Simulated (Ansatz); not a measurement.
Consider the isomerisation: `CN[SiH2]O` → `N[SiH2]CO`.

Calculated with Ansatz (gas phase, PBE0-D4/def2-TZVP geometries, no zero-point term in ΔE). CBS: MP2 limit from def2 TZ/QZ plus the TZ coupled-cluster correction, frozen cores. DFT in def2-TZVPP. B3LYP here is the variant with VWN-RPA as its local correlation; programs differ in this. Each species was taken in one conformer, which may not be the lowest.

Task: Is it downhill or uphill in electronic energy at CCSD(T)/CBS, and by how much? (Estimate.)

Result: Ansatz gave: Uphill: ΔE = +1.40 eV.

Task: What do these levels give: r2SCANh-D4, PBE, B3LYP, CAM-B3LYP, SCS-MP2/def2-TZVPP, SCS-MP2/def2-QZVPP? (An estimate is asked.)

Result: Computed: r2SCANh-D4 1.36, PBE 1.25, B3LYP 1.38, CAM-B3LYP 1.41, SCS-MP2/def2-TZVPP 1.46, SCS-MP2/def2-QZVPP 1.47 eV.

Largest T1 diagnostic among the species: 0.011.

From r2SCAN to r2SCAN0 (25 % exact exchange), in def2-TZVPP and without D4, ΔE moves by +0.04 eV. Leaving LDA and LC-ωPBE aside and taking each functional with its dispersion term where it has one, the values, not all of them listed here, spread over 0.21 eV, from revPBE-D4 to BHLYP-D4. At CCSD(T), def2-SVP lies −0.08 eV from the extrapolated value and def2-TZVPP −0.00 eV.
